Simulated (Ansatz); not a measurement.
The same path of CH2OSTe (6 atoms, charge 0, multiplicity 1) was run twice with different band settings. The coordinate that changes most is the dihedral H5–O1–C2–Te4.

Level of theory: Ansatz, RHF/def2-SVP.

Relaxed end points:

```xyz
6
Properties=species:S:1:pos:R:3
O 1.200 0.006 -0.461
C 0.266 -0.691 0.140
S 0.477 -2.218 0.610
Te -1.626 0.247 0.508
H 0.934 0.887 -0.680
H -1.209 1.704 -0.162
```

```xyz
6
Properties=species:S:1:pos:R:3
O 0.882 0.417 -0.488
C 0.145 -0.482 0.108
S 0.632 -1.987 0.463
Te -1.803 0.218 0.587
H 1.741 0.047 -0.677
H -1.554 1.722 -0.040
```

Common settings: movable images 5; climbing image yes; spring 5.0 eV/Å²; optimiser quadratic models (default); start path IDPP; iteration limit 60; end points relaxed.

| run | force threshold |
| --- | --- |
| 1 | 0.05 eV/Å |
| 2 | 0.2 eV/Å |

Problem. What does each run give, and how far can it be trusted?

Solution. Run 1: converged after 14 iterations, highest image 0.264 eV above the first end. A vibrational analysis at the climbing image gives one clearly imaginary mode, 551i cm⁻¹: a first-order saddle point.
Run 2: converged after 7 iterations, highest image 0.269 eV above the first end. The threshold of 0.2 eV/Å is loose, so the images may lie well off the minimum-energy path. The order of the stationary point at the top wasn't checked.
